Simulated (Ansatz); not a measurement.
C2H6F2Si, SMILES C(F)(F)[SiH2]C.

The structure is a stationary point at B3LYP-D3(BJ)/def2-SVP. Other conformers were not sampled.

Two levels are set side by side: PBE/def2-SVPD (Ansatz, a first-principles code) and PBE0/def2-SVPD (Ansatz). Energy differences of separate SCF runs at the same geometry; the states with an electron removed or added have multiplicity 2 and 2. Differences are taken from unrounded values.

| quantity | PBE0 | PBE | PBE minus PBE0 |
|---|---|---|---|
| vertical ionisation energy (eV) | 10.85 | 10.38 | -0.47 |
| vertical singlet–triplet gap (eV) | 7.41 | 6.79 | -0.62 |
